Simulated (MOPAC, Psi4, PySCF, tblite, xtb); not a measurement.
Dimer HBr ··· H4O4Si (SMILES Br and O[Si](O)(O)O) at R = 4.08 Å between the centres of mass, closest contact 1.74 Å (lowest of the rigid-body minima from ten starts at GFN2-xTB). Geometry in Å and degrees:

```
Si
O 1 1.6354
H 2 0.9604 1 117.25
O 1 1.6354 2 106.44 3 -160.46
H 4 0.9604 1 117.23 2 36.68
O 1 1.6354 2 115.74 3 81.55
H 6 0.9604 1 117.21 2 81.08
O 1 1.6354 2 106.42 3 -36.47
H 8 0.9604 1 117.24 2 160.88
H 6 1.7372 7 118.52 1 -150.53
Br 10 1.4248 6 170.52 7 121.64
```

GFN2-xTB (tblite); SAPT0/jun-cc-pVDZ, frozen core (Psi4); PBE/def2-TZVP, counterpoise-corrected (Psi4); PBE-D3(BJ)/def2-TZVP, counterpoise-corrected (Psi4); HF/aug-cc-pVDZ, counterpoise-corrected (Psi4); MP2/aug-cc-pVDZ = DF-MP2/aug-cc-pVDZ, frozen core, counterpoise-corrected (Psi4); SCS-MP2/aug-cc-pVDZ = Psi4 with DF-SCS-MP2/aug-cc-pVDZ, frozen core, counterpoise-corrected; PM6, restricted, heats of formation (MOPAC); PM7, restricted, heats of formation (MOPAC); GFN1-xTB (xtb); RKS-B3LYP/6-31G* = restricted B3LYP/6-31G*, spherical d, no counterpoise correction in PySCF; RHF/6-31G* = PySCF with restricted Hartree-Fock/6-31G*, spherical d, no counterpoise correction; RKS-BP86/6-31G* = restricted BP86/6-31G*, spherical d, no counterpoise correction (PySCF); RHF/3-21G = PySCF with restricted Hartree-Fock/3-21G, no counterpoise correction.

What interaction energy does each level give?


```csv
method,E_int / kJ/mol
GFN2-xTB,-35.90
RHF/3-21G,-28.53
PBE-D3(BJ)/def2-TZVP,-25.02
RKS-BP86/6-31G*,-24.00
RKS-B3LYP/6-31G*,-22.35
PBE/def2-TZVP,-18.17
SAPT0/jun-cc-pVDZ,-17.56
MP2/aug-cc-pVDZ,-15.26
PM6,-14.08
SCS-MP2/aug-cc-pVDZ,-9.12
RHF/6-31G*,-6.43
GFN1-xTB,-4.49
PM7,-4.02
HF/aug-cc-pVDZ,1.15
```
